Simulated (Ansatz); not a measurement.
Cu2Au⁻. Total charge -1; triplet. Geometry PBE0-D4/def2-TZVP, that of the neutral doublet; atoms count from 1.

| atom | x (Å) | y (Å) | z (Å) |
| --- | --- | --- | --- |
| Au1 | -1.082 | -1.018 | 0.223 |
| Cu2 | 1.337 | -0.344 | -0.140 |
| Cu3 | -0.255 | 1.361 | -0.083 |

In the def2 sets Au takes a core potential; there is no spin–orbit coupling. The highest occupied level of the charge -1 triplet lies above zero (up to 0.20 eV). By energy differences its removal costs 1.23 eV (vertical, to the charge 0 doublet, at PBE0-D4/def2-TZVPD); a positive level beside a positive removal energy at the same level points to self-interaction error. The structure comes from a short search, and lower isomers may exist.

**Question.** Estimate the Mulliken populations from the PBE0/def2-TZVPD orbitals of Ansatz.

**Answer.** 
| atom | charge (e) | spin (α − β) | d electrons |
| --- | --- | --- | --- |
| Au1 | -0.25 | 0.49 | 9.81 |
| Cu2 | -0.38 | 0.76 | 9.93 |
| Cu3 | -0.38 | 0.76 | 9.93 |
Mulliken values and Mayer orders depend strongly on the basis. With diffuse functions, as here, like atoms can get unlike values, and bond orders can come out too low or too high.

**Question.** Where does the spin sit?

**Answer.** Summed by element: Au 0.49, Cu 1.51, of 2 unpaired in all. Largest on single atoms: Cu2 0.76, Cu3 0.76, Au1 0.49.

**Question.** And the Mayer bond orders between bonded heavy atoms (over 0.3)?

**Answer.** Au1–Cu2 0.69 (2.54 Å); Au1–Cu3 0.69 (2.54 Å); Cu2–Cu3 1.11 (2.33 Å).
